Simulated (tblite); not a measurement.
Start geometry of `C=Cc1coc(C(=O)F)c1` from a force field or distance geometry (Å):
```
atom  x, y, z in Å
C1    -2.480    0.545   -0.882
C2    -2.018   -0.352   -0.029
C3    -0.559   -0.391    0.245
C4     0.050   -1.261    1.098
O5     1.334   -1.007    1.094
C6     1.585   -0.015    0.266
C7     2.908    0.554   -0.012
O8     3.905    0.034    0.610
F9     3.111    1.575   -0.866
C10    0.407    0.419   -0.295
H11   -1.842    1.254   -1.391
H12   -3.574    0.534   -1.046
H13   -2.700   -1.045    0.479
H14   -0.399   -2.054    1.711
H15    0.268    1.218   -1.005
```

Task: What comes out of this run: GFN2-xTB geometry optimisation, gas phase in tblite?

Result: 
```
atom  x, y, z in Å
C1    -2.5925    0.5352   -0.8886
C2    -2.0111   -0.3154   -0.0530
C3    -0.5889   -0.3619    0.2177
C4     0.0458   -1.2353    1.0772
O5     1.3572   -1.0275    1.1098
C6     1.6175   -0.0023    0.2643
C7     2.9810    0.4469    0.0968
O8     3.9860    0.0654    0.5906
F9     3.0197    1.4876   -0.7990
C10    0.4479    0.4432   -0.3117
H11   -2.0311    1.2706   -1.4385
H12   -3.6559    0.5242   -1.0508
H13   -2.6003   -1.0446    0.4866
H14   -0.3453   -2.0215    1.6946
H15    0.3656    1.2435   -1.0178
```

The energy falls by 0.828 eV over 41 L-BFGS steps, the largest force on an atom goes from 6.45 to 0.010 eV/Å, and the atoms move by 0.100 Å rms after alignment. The bond that changes most is C7=O8 (acyl halide carbon to carbonyl oxygen), which shortens by 0.102 Å. Bonds longer at the end by more than 0.005 Å: 6 of 15; shorter: 8. Among the angles that change most is C6–C7–O8, from 116.8° to 130.8°. Rotational constants go from 3123, 806.8, 641.2 to 3266, 790.3, 636.3 MHz. The orientation of the end geometry is arbitrary; only internal coordinates are fixed.

Its GFN2-xTB frequencies are all real (lowest 59 cm⁻¹). One conformer, not necessarily the lowest. 2 starts were optimised and ended at 0.00 and 0.17 kcal/mol (GFN2-xTB); the lowest of these is shown.

The numbers are calculated, not measured.
